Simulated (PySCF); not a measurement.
Geometry (Å), atoms numbered from 1 in this order:
```xyz
18

O    -0.4247   -1.2900    0.7153
C    -0.0790   -0.2972    0.1090
C     1.3282    0.1775    0.1012
C     2.4190   -0.8456    0.3159
C     2.0900    0.1035    1.4074
C    -1.0386    0.5346   -0.6601
C    -2.1978   -0.1674   -1.3313
C    -2.4458    0.6470   -0.1169
H     1.5406    1.0121   -0.5532
H     2.0952   -1.8693    0.4259
H     3.3389   -0.7189   -0.2337
H     1.5465   -0.2757    2.2594
H     2.7729    0.9083    1.6334
H    -0.6210    1.4004   -1.1557
H    -2.2279   -1.2417   -1.2315
H    -2.5183    0.2059   -2.2921
H    -2.9443    1.5993   -0.2110
H    -2.6425    0.1235    0.8063
```

[PySCF 2.14: coordinates at the GFN2-xTB level; PBE0/pcSseg-1 with gauge-including orbitals; in vacuum; single conformer; fast rotation and ring inversion assumed for equivalent nuclei; relativity neglected]

Referencing at the same level of theory: TMS for ¹³C (σ = 186.93 ppm), ¹H (σ = 31.72 ppm); ¹⁷O (σ = 336.08 ppm) against H2O.

| atoms | nucleus | count | Hirshfeld charge | δ (ppm) |
| --- | --- | --- | --- | --- |
| H10/H12/H15/H18 | ¹H | 4 | 0.05 | ? |
| H9/H14 | ¹H | 2 | 0.05 | 1.99 |
| C2 | ¹³C | 1 | 0.16 | 217.7 |
| H11/H13/H16/H17 | ¹H | 4 | 0.05 | ? |
| C3/C6 | ¹³C | 2 | -0.05 | 24.7 |
| C4/C5/C7/C8 | ¹³C | 4 | -0.08 | 14.6 |
| O1 | ¹⁷O | 1 | -0.24 | 544.7 |

Estimate the values marked ?.

## Answers


- H10/H12/H15/H18: 1.11 ppm, hydrogen on a three-membered-ring carbon; cyclopropane-type protons are shielded by the ring
- H11/H13/H16/H17: 0.85 ppm, hydrogen on a three-membered-ring carbon; cyclopropane-type protons are shielded by the ring

Shifts are as computed. Against solution values, carbons near 30 ppm lie about +3 ppm off and those near 130 ppm about +5 ppm. Of 1211 compounds with measured shifts, 218 miss one by over three times the rms of a fit or turn the order of signals round; such compounds aren't used in these exercises. Unscaled 17O shifts of doubly bonded oxygen tend to come out too high, by tens of ppm or more. Experimental scales use liquid or dissolved standards, which lie at an offset from isolated H2O (liquid H2O: subtract about 36 ppm).
